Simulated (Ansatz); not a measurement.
Two members of one family (Series InH2X), computed with Ansatz in the gas phase; def2 core potentials for In, no spin–orbit coupling. The two geometries come from different levels. Binding counts from free atoms in the multiplicity of their measured ground term, without zero-point energy. A dash marks a value that wasn't run or was left out as unsound. The structures are stationary points that may keep the symmetry of their start. Remarks come from the PBE and PBE0 runs and from stability tests at other levels; not every state was tested. HOMO above LUMO (over both spins in singlets and doublets, within one spin in higher multiplets; at PBE or PBE0), or a gap under 0.15 eV within one spin, warns that the state may not be the lowest or that an electron is smeared out.

First: InH2(OMe) (singlet, charge 0, B3LYP-D4/def2-TZVP geometry).

Cartesian coordinates in Å:
```
In 0.784 -1.059 1.122
H 0.425 0.070 2.366
H 1.566 -2.571 1.003
O 0.114 -0.456 -0.665
C -0.575 0.751 -0.897
H -1.566 0.545 -1.320
H -0.026 1.366 -1.619
H -0.721 1.355 0.010
```

```json
{"level": "PBE-D4/def2-SVP", "HOMO (eV)": "-5.71", "LUMO (eV)": "-2.12", "gap (eV)": "3.59", "vertical IE (eV)": "–", "vertical triplet (eV)": "–", "binding per atom (eV)": "3.19"}
{"level": "PBE-D4/def2-TZVP", "HOMO (eV)": "-5.86", "LUMO (eV)": "-2.22", "gap (eV)": "3.65", "vertical IE (eV)": "9.34", "vertical triplet (eV)": "4.26", "binding per atom (eV)": "3.19"}
{"level": "r2SCAN-D4/def2-TZVP", "HOMO (eV)": "-6.10", "LUMO (eV)": "-1.93", "gap (eV)": "4.17", "vertical IE (eV)": "9.34", "vertical triplet (eV)": "4.27", "binding per atom (eV)": "3.16"}
{"level": "PBE0-D4/def2-SVP", "HOMO (eV)": "-7.10", "LUMO (eV)": "-1.43", "gap (eV)": "5.67", "vertical IE (eV)": "–", "vertical triplet (eV)": "–", "binding per atom (eV)": "3.12"}
{"level": "ωB97M-V/def2-TZVP", "HOMO (eV)": "-9.65", "LUMO (eV)": "-0.11", "gap (eV)": "9.54", "vertical IE (eV)": "–", "vertical triplet (eV)": "–", "binding per atom (eV)": "3.16"}
```

Remarks: gap within one spin near zero at PBE or PBE0 (+1 doublet), gap within one spin near zero at PBE or PBE0 (triplet).

Second: InH2(vinyl) (singlet, charge 0, PBE-D4/def2-TZVP geometry).

```xyz
8

In    0.3936    1.4222   -0.6336
H     1.7350    2.5251   -0.6067
H    -1.0472    1.7360   -1.5593
C     0.4181   -0.4266    0.4662
C    -0.6247   -1.2697    0.4313
H     1.2866   -0.7092    1.0725
H    -1.5273   -1.0591   -0.1528
H    -0.6340   -2.2186    0.9824
```

**Question.** What does the change do? Estimate second minus first.

**Answer.** 
```csv
level,Δ HOMO (eV),Δ LUMO (eV),Δ gap (eV),Δ vertical IE (eV),Δ vertical triplet (eV),Δ binding per atom (eV)
PBE-D4/def2-SVP,-0.65,-0.37,0.29,–,–,0.22
PBE-D4/def2-TZVP,-0.55,-0.33,0.22,0.04,-0.50,0.21
r2SCAN-D4/def2-TZVP,-0.54,-0.37,0.17,0.09,-0.55,0.20
PBE0-D4/def2-SVP,-0.46,-0.30,0.16,–,–,0.25
ωB97M-V/def2-TZVP,-0.11,-0.13,-0.03,–,–,0.21
```

Remarks: gap within one spin near zero at PBE or PBE0 (+1 doublet).
